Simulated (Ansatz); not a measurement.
A structure relaxed at PBE0-D4/def2-TZVPD in Ansatz, charge -1, doublet:

```csv
atom,x (Å),y (Å),z (Å)
Ge1,0.179,0.025,-0.553
S2,1.305,-1.267,0.670
S3,-1.484,1.242,-0.118
```

Give its formula and point group.

the cluster GeS₂⁻ (the lowest doublet isomer of a short search). Point group C2v (tolerance 0.1 Å).

Summarise the bond lengths by kind (pairs closer than 1.2 times the sum of covalent radii, bridged metal pairs left out).

2 × Ge–S 2.11 Å.

The relaxation made no stability test and no search for a lower SCF solution. The structure comes from a short search, and lower isomers may exist.
